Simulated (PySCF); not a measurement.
Delta-SCF ions had no search for a lower state. Excitations are Tamm–Dancoff values on a coarser integration grid. The basis has no diffuse functions, so Rydberg states are missing or too high.

H2BF3Si, SMILES `[Si](B)(F)(F)F` (charge 0, multiplicity 1)

All values below come from M06-2X/def2-TZVP run with PySCF 2.14.0.

```json
{
  "HOMO": "-10.88 eV",
  "dipole_moment": "0.451 e·Å",
  "LUMO": "-2.30 eV",
  "HOMO–LUMO gap": "8.58 eV",
  "S1 excitation (TDA)": "4.44 eV",
  "S1 oscillator strength": "0.005",
  "brightest of the four lowest singlets (TDA)": "9.57 eV",
  "T1 excitation (TDA)": "3.65 eV",
  "S1–T1 gap (TDA)": "0.79 eV",
  "vertical ionisation energy (Delta-SCF)": "12.31 eV",
  "total_energy": "-615.2728 Ha",
  "cost": "very roughly 5 core-minutes"
}
```

```xyz
7

B      1.2115    -0.1189    -0.0460
Si    -0.7750     0.1082     0.0340
F     -1.3621    -0.5985     1.3181
F     -1.2565     1.6094     0.0880
F     -1.4739    -0.5385    -1.2250
H      1.9533     0.8032     0.0181
H      1.6609    -1.2113    -0.1550
```
